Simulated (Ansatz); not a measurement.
A nudged elastic band was laid between two geometries of ClFH4O3Zr (10 atoms, charge 0, multiplicity 1).

Theory: Ansatz 0.2.0, RKS PBE0/def2-SVP.

- movable images: 5
- climbing image: yes
- spring: 5.0 eV/Å²
- optimiser: quadratic models (default)
- start path: through a guess of the saddle point
- force threshold: 0.05 eV/Å
- iteration limit: 60
- end points: relaxed

Initial state:

```xyz
10
Properties=species:S:1:pos:R:3
Zr -0.204 -0.129 0.013
F 0.097 0.031 1.919
O 1.603 -0.235 -0.581
H 2.500 -0.367 -0.883
O -0.900 1.460 -0.784
H -0.973 2.261 -1.301
Cl -1.019 -2.195 -0.994
O -2.312 -0.498 1.063
H -2.659 -1.350 0.762
H -2.179 -0.557 2.019
```

Final state:

```xyz
10
Properties=species:S:1:pos:R:3
Zr -0.344 0.088 -0.011
F -0.270 0.791 1.801
O 1.461 -0.476 -0.246
H 2.297 -0.710 -0.647
O -0.710 1.672 -1.003
H -0.791 2.371 -1.649
Cl -1.453 -1.562 -1.473
O -1.872 -1.042 1.284
H -2.389 -1.783 0.940
H -1.975 -0.927 2.236
```

What changes between the two ends?

No bond is made or broken.

Give the energies along the band, and the barrier.

The run converged. The highest image is number 5 of 0 to 6, 0.113 eV above the first end and 0.000 eV above the last; the last end lies 0.112 eV above the first. The top lies less than 8 meV above the higher end, about what the thresholds resolve: that end is a shoulder or a very shallow well. A vibrational analysis at the climbing image gives one clearly imaginary mode, 54i cm⁻¹: a first-order saddle point.

```json
{"image": "0", "path coordinate (Å)": "0.00", "energy (eV)": "0.000"}
{"image": "1", "path coordinate (Å)": "0.39", "energy (eV)": "0.012"}
{"image": "2", "path coordinate (Å)": "0.77", "energy (eV)": "0.039"}
{"image": "3", "path coordinate (Å)": "1.16", "energy (eV)": "0.074"}
{"image": "4", "path coordinate (Å)": "1.55", "energy (eV)": "0.102"}
{"image": "5", "path coordinate (Å)": "1.93", "energy (eV)": "0.113"}
{"image": "6", "path coordinate (Å)": "1.98", "energy (eV)": "0.112"}
```

What is the geometry of the highest image?


```xyz
10
Properties=species:S:1:pos:R:3:forces:R:3
Zr -0.338 0.085 -0.006 -0.01 -0.01 0.00
F -0.252 0.783 1.806 0.00 0.00 0.01
O 1.468 -0.468 -0.262 0.01 0.00 -0.02
H 2.290 -0.691 -0.699 -0.01 0.00 0.01
O -0.720 1.671 -0.989 0.00 0.01 -0.01
H -0.807 2.369 -1.636 0.00 -0.01 0.01
Cl -1.457 -1.560 -1.467 0.00 0.00 0.00
O -1.853 -1.061 1.297 0.02 0.01 -0.03
H -2.394 -1.779 0.946 -0.01 -0.01 -0.01
H -1.983 -0.928 2.243 0.00 0.01 0.03
```

The run took 4.8 min on 4 threads of Arm Neoverse V1, with other jobs on the host, peak memory 0.33 GiB.
